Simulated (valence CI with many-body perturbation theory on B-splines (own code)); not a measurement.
**Questions on Cs15+**

Level of theory: relativistic CI+MBPT: four valence electrons over a frozen Dirac-Fock core [Kr], a basis of 9 s, 9 p, 10 d, 8 f, 5 g, 3 h, 1 i functions for each j, with the one-electron correlation potential Σ1, the two-electron term Σ2, the three-electron term Σ3, Breit, model QED; selected CI, second order for the rest (own B-spline code, finite nucleus).

No measured spectrum was set against this ion. As an estimate, terms of the open shell hold to 2 to 4 % of their energy, and close levels can change places. Core correlation moves these levels by up to 7300 cm⁻¹, and in measured spectra 5 to 20 % of such shifts remained as error; rates that hang on mixing are uncertain with them. Only levels of the ground parity were solved; by the run's estimate the other parity begins above the list, which can be wrong where configurations are misplaced.

Names give the largest LS component (configuration and term), which can be under half, so a name can repeat, a term be missing and a line seem to break the LS rules; names also repeat where a configuration has a term twice.

Rates and lifetimes use the calculated energies. Strong lines usually hold to 10 to 20 %, long lifetimes can be off by a factor of two.

Q: What is the ground level?

A: 4d4 5D_0, composition 64 % 4d4 5D + 32 % 4d4 3P + 3 % 4d4 1S.

Q: How is the term 5D of the ground level split?

A: J = 0 at 0.0, J = 1 at 9661, J = 2 at 17917, J = 3 at 24300, J = 4 at 28329 cm⁻¹.

Q: How well does LS coupling describe the low levels?

A: Among the lowest 20 levels the leading LS term, summed over configurations, holds 64 % on average. For single configurations the figures are 64 % in LS and 68 % in jj coupling. Terms mix most in the J = 3 level at 76454 cm⁻¹, where the leading one holds 36 %.

Q: What is the ionisation energy?

A: 383.17 eV; NIST lists 382 ± 3 eV (theoretical).
